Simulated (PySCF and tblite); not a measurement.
The numbers below are computed, except where a source is named.
System: C8H9B, numbered as in [BH2:1][C:2]1=[CH:3][C@H:4]2[CH:5]=[CH:6][C@H:7]3[C@@H:8]1[C@@H:9]23.

Motion: Cope rearrangement (breaking C8–C7, making C3–C5). GFN2-xTB gives an electronic barrier of 2.8 kcal/mol.

BP86/pcSseg-1 + D3(BJ) on PBE0-D3(BJ)/def2-SVP geometries gives 5.5 kcal/mol and k(298 K) = 1.2×10⁹ s⁻¹.

(1) What does PBE0/pcseg-1 + D3(BJ) give on PBE0-D3(BJ)/def2-SVP geometries?

(2) At the first level the ¹³C lines of C3 / C8 span 11257 Hz and merge at 131 K (400 MHz). What does the second level predict?

Programs: tblite and PySCF.

Answers

(1) A barrier of 8.0 kcal/mol, 2.5 above the first DFT barrier (from unrounded values) and, with GFN2-xTB thermal terms, ΔG‡(298 K) = 7.5 kcal/mol and k = 1.9×10⁷ s⁻¹ (1 equivalent path).

(2) A span of 11860 Hz and merging at 196 K.
